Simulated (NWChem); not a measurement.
System: C2H2F3 cation

```xyz
7

F      0.1583    -1.8132     0.0000
C     -0.7034    -0.8071     0.0000
C     -0.0022     0.4889     0.0000
F      1.2313     0.5722     0.0000
F     -0.6281     1.5620     0.0000
H     -1.3772    -0.8043    -0.8889
H     -1.3772    -0.8043     0.8889
```
Atoms are numbered in this order, from 1.

All runs: NWChem. The geometry was optimised at PBE0/def2-SVP. Level: M05-2X/def2-SVP with COSMO at NWChem's default radii, gas-phase geometry; rows give the dielectric constant. Reactions with the solvent are ignored.

```
dielectric constant  electrostatic solvation energy (kcal/mol)
-------------------  -----------------------------------------
1.5                                                      -23.9
2.4                                                      -42.0
4.8                                                      -57.2
11.7                                                       ___
20.7                                                     -68.8
```

Question: Complete the blanks.

Answer: 
- 11.7, electrostatic solvation energy (kcal/mol): -66.1
